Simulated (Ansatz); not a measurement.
`[OH][GeH]([OH])[SiH3]` + H–F → `[OH][GeH]([F])[SiH3]` + H₂O at 600 K and 1 bar (ligand exchange at a Ge–O bond).

Calculated with Ansatz (gas phase, PBE0-D4/def2-TZVP geometries, no zero-point term in ΔE). CCSD(T)/CBS adds triple-zeta CCSD(T) − MP2 to the extrapolated MP2 energy (def2 sets, frozen cores). This one scheme is used for every species. For Ge outer-core shells are correlated without core-valence functions, which leaves a few kJ/mol of doubt a bond. Scalar relativity is left out up to krypton. One conformer a species, not always the lowest.

| species | CCSD(T)/CBS energy (Eh) | H − E (kJ/mol) | S (J/(mol·K)) |
| --- | --- | --- | --- |
| `[OH][GeH]([OH])[SiH3]` | -2519.19290 | 225.8 | 472.2 |
| H–F | -100.39570 | 42.3 | 194.0 |
| `[OH][GeH]([F])[SiH3]` | -2543.22347 | 190.5 | 448.7 |
| H₂O | -76.37941 | 76.8 | 212.8 |

H − E and S are ideal-gas, rigid-rotor, harmonic terms from PBE0-D4/def2-TZVP, for one conformer and one mirror image of each species. 1 Eh = 2625.50 kJ/mol, R = 8.31446 J/(mol·K).

Task: By hand: ΔE, ΔH, ΔS and ΔG.

Result: ΔE = (-2543.22347) + (-76.37941) − (-2519.19290) − (-100.39570) = -0.01428 Eh = -37.5 kJ/mol. Δ(H − E) = 190.5 + 76.8 − 225.8 − 42.3 = -0.8, so ΔH = -38.3 kJ/mol. ΔS = 448.7 + 212.8 − 472.2 − 194.0 = -4.7 J/(mol·K). ΔG = -38.3 − 600 × (-4.7)/1000 = -35.5 kJ/mol.

Task: By hand: the equilibrium constant, and the temperature at which ΔG would vanish if ΔH and ΔS stayed fixed.

Result: log₁₀ K = −ΔG/(RT ln 10) = 3.1. ΔG = 0 at ΔH/ΔS = 8149 K, far beyond where these terms or the molecules hold.

The number of gas molecules stays the same, so ΔS is small and ΔH decides. A doubt of 5 kJ/mol in ΔE shifts log₁₀ K by 0.4 here. Other conformers and mirror images would add mixing entropy, several J/(mol·K) or more a flexible species. These are equilibria of isolated gas molecules and say nothing of rates. Largest T1 diagnostic: 0.013 (customary marks: 0.02 for closed shells, 0.045 for open ones).
